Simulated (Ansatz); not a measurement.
Reaction (atomization): `N[Si]1([SiH3])CC1` → 2 C• + 9 H• + N• + 2 Si•

Gas-phase electronic energies from Ansatz, PBE0-D4/def2-TZVP geometries. CCSD(T)/CBS is the MP2 limit (def2-TZVPP, def2-QZVPP) plus CCSD(T) − MP2 in def2-TZVPP, frozen cores. This one scheme is used for every species, atoms too. For atomizations the MP2-based limit and the directly extrapolated one differ by several kJ/mol either way, and by 10 to 25 for some Ge, Se and Sn compounds, so smaller differences from it don't rank the levels. Functionals use def2-TZVPP. No spin–orbit coupling; open shells (•) take unrestricted orbitals. Spin–orbit coupling would lower the free atoms: a little for C, Si. Each species was taken in one conformer, which may not be the lowest.

```tsv
level	ΔE (kcal/mol)	difference from CCSD(T)/CBS
B97M-V	1177.9	6.2
PBE0-D4	1173.1	1.4
r2SCAN0-D4	1161.0	-10.7
BHLYP-D4	1147.8	-23.9
r2SCAN0	1158.8	-12.9
MP2/def2-SVP	1098.4	-73.3
HF/def2-TZVPP	854.8	-316.9
MP2/def2-QZVPP	1165.9	-5.8
MP2/CBS(def2)	1178.7	7.0
CCSD/CBS(def2)	1156.4	-15.3
CCSD(T)/CBS	1171.7	0
```

Largest T1 diagnostic among the species: 0.012.

From BLYP to BHLYP (50 % exact exchange), in def2-TZVPP and without D4, ΔE moves by −11.6 kcal/mol: exact exchange takes away binding that semilocal exchange gives to molecules. The D4 term adds +12.0 kcal/mol with B3LYP and +6.4 kcal/mol with PBE0; it sums over pairs of atoms, weighted by their polarisabilities, and B3LYP, whose exchange is more repulsive, gets the larger term. In def2-TZVPP, CCSD(T) changes the Hartree–Fock value by +285.3 kcal/mol (the triples alone add +15.3 kcal/mol) and MP2 by +292.3 kcal/mol; breaking electron pairs costs correlation energy, which Hartree–Fock lacks.

B3LYP here is the variant with VWN-RPA as its local correlation; programs differ in this.
